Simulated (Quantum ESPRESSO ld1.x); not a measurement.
Values are calculated unless marked as measured or tabulated.
Task: Radial electron density D(r) = 4 pi r^2 rho(r) of an atom or ion with 29 electrons. Code: ld1.x of Quantum ESPRESSO 7.5. Model: scalar-relativistic Kohn-Sham, LDA (Slater exchange, Perdew-Wang correlation), spin-polarised, spherical densities, point nucleus.

r (bohr),D(r) (e/bohr),spin D(r)
0.003103,1.890,0.000604
0.003584,2.435,0.000777
0.004139,3.125,0.000996
0.00478,3.990,0.00127
0.00552,5.065,0.00161
0.006427,6.468,0.00205
0.007422,8.091,0.00255
0.008572,10.03,0.00314
0.009899,12.31,0.00382
0.01143,14.93,0.00459
0.0132,17.87,0.00542
0.01537,21.23,0.00631
0.01775,24.54,0.00710
0.0205,27.79,0.00774
0.02368,30.76,0.00812
0.02734,33.16,0.00810
0.03158,34.73,0.00756
0.03676,35.28,0.00634
0.04246,34.67,0.00461
0.04903,33.12,0.00254
0.05663,31.06,0.000556
0.0654,29.12,-0.000696
0.07613,28.04,-0.000409
0.08792,28.56,0.00198
0.1015,30.76,0.00642
0.1173,34.18,0.0119
0.1354,37.73,0.0162
0.1564,39.95,0.0165
0.1821,39.48,0.00938
0.2103,35.94,-0.00489
0.2429,30.17,-0.0236
0.2805,23.99,-0.0406
0.3239,19.43,-0.0495
0.3741,17.74,-0.0475
0.4355,18.86,-0.0379
0.5029,21.07,-0.0315
0.5808,22.46,-0.0362
0.6708,21.80,-0.0514
0.7747,19.05,-0.0646
0.9019,14.83,-0.0554
1.042,10.72,-0.00917
1.203,7.289,0.0759
1.389,4.800,0.186
1.604,3.164,0.299
1.853,2.134,0.386
2.157,1.447,0.429
2.491,1.008,0.416
2.877,0.6873,0.358
3.322,0.4459,0.274
3.837,0.2681,0.185
4.431,0.1457,0.109
5.159,0.06677,0.0529
5.958,0.02734,0.0226
6.881,0.009411,0.00800
7.946,0.002655,0.00231
9.177,0.0005943,0.000532

What is the nuclear charge?

Result: Z = 29. The innermost maximum, from 1s, lies near gamma/Z bohr with gamma = sqrt(1 - (Z/c)^2) = 0.977, here 0.0337 bohr (found: 0.0365), and its height grows with Z. The density is that of neutral copper in [Ar] 3d10 4s1; the configuration itself is not fixed sharply by these data, and Z only to about a unit. D(r) has 3 maxima, at r = 0.0365, 0.165, 0.600 bohr, and minima at 0.0786, 0.377 bohr, inside which lie 2.11, 10.85 electrons.
